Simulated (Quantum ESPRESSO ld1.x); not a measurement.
Results of a calculation; reference values are marked as such.
Q: Ag, 47 electrons, occupied as [Kr] 4d9.5 5s1.5 (fractional occupations, a model configuration). Code: ld1.x of Quantum ESPRESSO 7.5. Model: Dirac Kohn-Sham, relativistic LDA (MacDonald-Vosko exchange, VWN5 correlation), spin-unpolarised, spherical densities, point nucleus; open shells fill j = l - 1/2 first. Some entries of the table are withheld. Estimate them.

orbital  occ.  eigenvalue (eV)  <r> (bohr)
1s1/2       2         -25175.3     0.03122
2s1/2       2              (1)      0.1350
2p1/2       2         -3455.49      0.1143
2p3/2       4         -3281.72      0.1194
3s1/2       2         -682.155      0.3696
3p1/2       2         -579.045      0.3609
3p3/2       4         -548.350      0.3718
3d3/2       4         -364.291      0.3441
3d5/2       6         -358.079      0.3477
4s1/2       2         -96.6711      0.9114
4p1/2       2         -63.9865      0.9772
4p3/2       4         -58.8338       1.009
4d3/2       4          -9.6003         (2)
4d5/2     5.5          -9.0198         (3)
5s1/2     1.5          -5.2568         (4)

A: 
(1) 2s1/2 eigenvalue (eV): -3712.69
(2) 4d3/2 <r> (bohr): 1.373
(3) 4d5/2 <r> (bohr): 1.397
(4) 5s1/2 <r> (bohr): 3.024
